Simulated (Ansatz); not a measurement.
Relaxation of the cluster Cs₃⁺ with RKS PBE0/def2-TZVP.

```sh
$ ansatz run in.yaml --threads 2 --pin off --events-out ev --progress --plain --max-ram 4352MiB
```

```yaml
crystal:
  periodic: [false, false, false]
  atoms:
    - {symbol: Cs, position_ang: [-0.394650, -2.476590, -0.225530]}
    - {symbol: Cs, position_ang: [2.323390, 0.864320, 0.421130]}
    - {symbol: Cs, position_ang: [-1.928740, 1.612270, -0.195590]}
basis:
  gaussian: {orbitals: def2-TZVP}
total_charge: 1
hamiltonian: {xc: pbe0}
scf: {omitted_lower_state_checks: [starts]}
output: {orbitals: {seedname: orbitals}}
relax: {f_tol: 0.02, max_steps: 100}
```

Hardware: 2 threads of Arm Neoverse V1 on a shared host. Wall time 25 s.

Positions (Å) and forces (eV/Å) at steps 1, 2, 3, 4, 7 of 7:

```xyz
3
step=1 energy=-1641.3119 eV
Cs   -0.395   -2.477   -0.226   -0.102   -0.617   -0.057
Cs    2.323    0.864    0.421    0.582    0.219    0.106
Cs   -1.929    1.612   -0.196   -0.480    0.399   -0.049
3
step=2 energy=-1641.4116 eV
Cs   -0.404   -2.534   -0.231   -0.085   -0.511   -0.047
Cs    2.377    0.885    0.431    0.482    0.181    0.087
Cs   -1.973    1.649   -0.200   -0.397    0.330   -0.040
3
step=3 energy=-1641.6286 eV
Cs   -0.438   -2.727   -0.249   -0.037   -0.229   -0.021
Cs    2.561    0.955    0.464    0.215    0.080    0.039
Cs   -2.123    1.772   -0.215   -0.178    0.148   -0.018
3
step=4 energy=-1641.7070 eV
Cs   -0.471   -2.923   -0.267   -0.007   -0.043   -0.004
Cs    2.746    1.024    0.498    0.040    0.015    0.007
Cs   -2.275    1.899   -0.231   -0.033    0.028   -0.003
3
step=7 energy=-1641.7110 eV
Cs   -0.480   -2.984   -0.272    0.000   -0.001    0.000
Cs    2.803    1.045    0.508    0.001    0.000    0.000
Cs   -2.323    1.938   -0.236   -0.001    0.001    0.000
```

In the def2 sets Cs takes a core potential; there is no spin–orbit coupling. The structure comes from a short search, and lower isomers may exist.
